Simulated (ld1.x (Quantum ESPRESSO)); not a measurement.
# What one change does to a pseudopotential (B, ultrasoft)

```
Element                 : boron (B)
Generator               : ld1.x (Quantum ESPRESSO) 7.5
Type                    : ultrasoft
Functional              : BLYP
Relativity              : non-relativistic
Frozen core             : [He]
Valence charge          : 3
Reference configuration : 2s2 2p1
Partial waves           : 2s (bound): rcut 1.05, rcutus 1.50 bohr; 2s channel at -0.2 Ry: rcut 1.05, rcutus 1.50 bohr; 2p (bound): rcut 3.00, rcutus 3.50 bohr; 2p channel at 1.65 Ry: rcut 3.00, rcutus 3.50 bohr; 3d channel at 0.15 Ry: rcut 2.10, rcutus 2.50 bohr; 3d channel at 2.75 Ry: rcut 2.10, rcutus 2.50 bohr
Local potential         : all-electron potential smoothed inside 2.00 bohr (lloc = -1)
Core correction         : none
Augmentation charge     : PSQ, inside the norm-conserving radii
```

All-electron outer shells of the reference configuration (BLYP, non-relativistic, ld1.x):

```json
{"shell": "2s", "level (eV)": "-9.30", "outermost node (bohr)": "0.46", "outermost maximum (bohr)": "1.50"}
{"shell": "2p", "level (eV)": "-3.54", "outermost node (bohr)": "–", "outermost maximum (bohr)": "1.55"}
```

Change: functional PBE; added wave 3d channel at 0.15 Ry: rc 2.50 bohr; removed wave 3d channel at 0.15 Ry: rcut 2.10, rcutus 2.50 bohr; removed wave 3d channel at 2.75 Ry: rcut 2.10, rcutus 2.50 bohr.

Cutoffs: the cutoffs (Ry, on a coarse ladder) from which the occupation-weighted sum of valence levels, in a spherical-Bessel basis at the reference potential, stays within 10 and 1 mRy of its value at 400 Ry; they do not see the model core or the augmentation charge, which bear on the density cutoff. Errors are all-electron minus pseudo energies relative to the spin-unpolarised reference configuration.

**Question.** How do hardness, ghosts and transferability respond?

**Answer.** Both files are so soft that the ladder of cutoffs tells neither apart; of the 7 tests that both files solve, the error grows in 1 and shrinks in 2 by more than 15 % and 0.3 meV (median size 30.3 → 17.1 meV); the range in which the d phases agree narrows (upper end at the end of the scan → 2.6); neither file shows a bound ghost.

| quantity | base | changed |
| --- | --- | --- |
| cutoff, loose | 6 Ry | 6 Ry |
| cutoff, tight | 12 Ry | 12 Ry |
| bound ghosts | none | none |
| error for 2s2 2p0, meV [ΔE 8.18 → 8.22 eV] | +65 | +66 |
| error for 2s1 2p0, meV [ΔE 33.52 → 33.64 eV] | +195 | +171 |
| error for 2s2 2p0.5, meV [ΔE 2.86 → 2.89 eV] | +9.5 | +9.1 |
| error for 2s1 2p2, meV [ΔE 5.78 → 5.84 eV] | +30 | +9.8 |
| error for 2s2 2p1.3, meV [ΔE -0.72 → -0.74 eV] | +1.1 | +1.1 |
| error for 2s0 2p3, meV [ΔE 11.58 → 11.71 eV] | +127 | +28 |
| error for 2s1 2p1, meV [ΔE 14.22 → 14.36 eV] | -3.3 | -17 |
| s: phases at 3.80 bohr within 0.05 rad from the reference energy up to (Ry; the scan ends near 5) | to the end of the scan | to the end of the scan |
| p: phases at 3.80 bohr within 0.05 rad from the reference energy up to (Ry; the scan ends near 5) | 3.5 | 3.6 |
| d: phases at 3.80 bohr within 0.05 rad from the reference energy up to (Ry; the scan ends near 5) | to the end of the scan | 2.6 |
| lowest overlap eigenvalue by channel | s 0.54, p 0.79, d 0.95 | s 0.54, p 0.78, d 1.00 |
